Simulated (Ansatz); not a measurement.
Geometry optimisation, RKS PBE0-D4/STO-3G (Ansatz 0.2.0).

input.yaml

```yaml
crystal:
  periodic: [false, false, false]
  atoms:
    - { symbol: C, position_ang: [-0.49633, 1.34218, -0.0441] }
    - { symbol: C, position_ang: [0.07215, 0.24705, 0.46077] }
    - { symbol: F, position_ang: [0.52557, 0.23578, 1.72743] }
    - { symbol: Si, position_ang: [0.38252, -1.41794, -0.36072] }
    - { symbol: H, position_ang: [-0.60734, 2.23323, 0.55607] }
    - { symbol: H, position_ang: [-0.86219, 1.3717, -1.05616] }
    - { symbol: H, position_ang: [1.03797, -2.45125, 0.43132] }
    - { symbol: H, position_ang: [-0.0576, -1.54692, -1.74466] }
total_charge: 1
basis:
  gaussian: { orbitals: STO-3G }
hamiltonian:
  xc: pbe0
  dispersion: d4
relax:
  f_tol: 0.015
  max_steps: 40
```

Run as:

```bash
$ ansatz run input.yaml --threads 1 --pin off --max-ram 2048MiB --backend cpu --events-out ev --progress --plain --runs-dir out
```

Problem. Where does it end, and by what steps?

Solution. It converged. Limits of this set-up: minimal basis, the dipole of an ion depends on the origin. After 6 steps the energy has fallen by 0.266 eV; H6 moved furthest, 0.22 Å.

```json
{"step": "0", "energy less start (eV)": "0.0000", "largest force component (eV/Å)": "2.991", "accepted": "yes"}
{"step": "1", "energy less start (eV)": "-0.2169", "largest force component (eV/Å)": "0.875", "accepted": "yes"}
{"step": "2", "energy less start (eV)": "-0.2512", "largest force component (eV/Å)": "0.216", "accepted": "yes"}
{"step": "3", "energy less start (eV)": "-0.2628", "largest force component (eV/Å)": "0.216", "accepted": "yes"}
{"step": "4", "energy less start (eV)": "-0.2644", "largest force component (eV/Å)": "0.187", "accepted": "yes"}
{"step": "5", "energy less start (eV)": "-0.2661", "largest force component (eV/Å)": "0.020", "accepted": "yes"}
{"step": "6", "energy less start (eV)": "-0.2661", "largest force component (eV/Å)": "0.002", "accepted": "yes"}
```

```xyz
8
Properties=species:S:1:pos:R:3
C -0.474 1.257 -0.065
C 0.134 0.219 0.600
F 0.542 0.342 1.885
Si 0.365 -1.331 -0.329
H -0.648 2.226 0.432
H -0.808 1.163 -1.109
H 0.994 -2.505 0.259
H -0.110 -1.357 -1.704
```

Time of the run: 9.3 s on 1 thread of Arm Neoverse V2, on a shared host, peak memory 0.12 GiB.
